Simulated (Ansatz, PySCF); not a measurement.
H₇NOSi₂, SMILES N[SiH2]O[SiH3]. Atoms are numbered in the order given.

```xyz
11

Si     1.7797     0.0681     0.2623
O      0.4873    -0.0721    -0.7676
Si    -1.1836    -0.0851    -0.7119
N     -1.8348     0.0787     0.8739
H      1.7802    -1.0300     1.2749
H      3.0309    -0.0095    -0.5385
H      1.7472     1.3727     0.9892
H     -1.6611     1.0634    -1.5238
H     -1.6312    -1.3909    -1.2601
H     -1.8896     0.9745     1.3469
H     -1.8652    -0.6948     1.5297
```
Charge 0, spin multiplicity 1.

Coordinates come from a B3LYP-D3(BJ)/def2-SVP optimisation. One conformer was computed; it need not be the lowest.

Two levels are set side by side: PBE-D3(BJ)/def2-SVP (Ansatz, an electronic-structure program) and B3LYP-D3(BJ)/def2-SVP (Ansatz). Each level has its own optimised geometry; the coordinates shown are those of the second. Frequencies come from the Hessian of PySCF at each geometry. Differences are taken from unrounded values.

```
quantity                            B3LYP-D3(BJ)  PBE-D3(BJ)  PBE-D3(BJ) minus B3LYP-D3(BJ)
----------------------------------  ------------  ----------  -----------------------------
mean bond length (Å)                       1.453       1.465                          0.012
bond Si1–O2 (Å)                            1.658       1.674                          0.015
bond O2–Si3 (Å)                            1.672       1.688                          0.017
bond Si3–N4 (Å)                            1.722       1.732                          0.010
bond Si1–H5 (Å)                            1.494       1.508                          0.014
bond Si1–H6 (Å)                            1.488       1.500                          0.013
bond Si1–H7 (Å)                            1.494       1.508                          0.014
bond Si3–H8 (Å)                            1.485       1.499                          0.013
bond Si3–H9 (Å)                            1.485       1.499                          0.013
bond N4–H10 (Å)                            1.015       1.022                          0.007
bond N4–H11 (Å)                            1.015       1.022                          0.007
highest harmonic wavenumber (cm⁻¹)          3675        3604                            -72
mean harmonic wavenumber (cm⁻¹)             1188        1154                            -34
zero-point energy (kcal/mol)               45.87       44.56                          -1.31
```

GGA bonds tend to be longer and softer than those of functionals with exact exchange. Differences between two approximate levels are no errors against the true value.
